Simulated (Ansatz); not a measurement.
Consider the ligand exchange at the In–F bond: `[F][InH][I]` + HCl → `[Cl][InH][I]` + H–F.

Program: Ansatz. Geometries: PBE0-D4/def2-TZVP. ΔE: electronic, gas phase. CCSD(T)/CBS adds triple-zeta CCSD(T) − MP2 to the extrapolated MP2 energy (def2 sets, frozen cores). This one scheme is used for every species. Functionals use def2-TZVPP. HSE06 is defined as in plane-wave codes. Elements past krypton have def2 core potentials. For I, In outer-core shells are correlated without core-valence functions, which leaves a few kJ/mol of doubt a bond.

Q: Is it downhill or uphill in electronic energy at CCSD(T)/CBS, and by how much? (Estimate.)

A: Computed: Downhill: ΔE = -0.60 eV.

Q: What do these levels give: revPBE-D4, B97M-V, HSE06-D4, BHLYP-D4, revPBE, LC-ωPBE, HF/def2-SVP, MP2/def2-TZVPP, CCSD/def2-TZVPP, CCSD(T)/def2-TZVPP, SCS-MP2/def2-QZVPP, CCSD/CBS(def2)? (Best estimate.)

A: Computed: revPBE-D4 -0.51, B97M-V -0.50, HSE06-D4 -0.63, BHLYP-D4 -0.63, revPBE -0.48, LC-ωPBE -0.49, HF/def2-SVP -0.65, MP2/def2-TZVPP -0.65, CCSD/def2-TZVPP -0.60, CCSD(T)/def2-TZVPP -0.59, SCS-MP2/def2-QZVPP -0.59, CCSD/CBS(def2) -0.61 eV.

Largest T1 diagnostic among the species: 0.014.

Leaving LDA and LC-ωPBE aside and taking each functional with its dispersion term where it has one, the values, not all of them listed here, spread over 0.20 eV, from PBE-QIDH to BLYP-D4. LDA lies −0.06 eV from PBE without D4. From BLYP to BHLYP (50 % exact exchange), in def2-TZVPP and without D4, ΔE moves by −0.17 eV. The D4 term adds −0.04 eV with B3LYP and −0.02 eV with PBE0; it sums over pairs of atoms, weighted by their polarisabilities, and B3LYP, whose exchange is more repulsive, gets the larger term.

B3LYP here is the variant with VWN-RPA as its local correlation; programs differ in this.
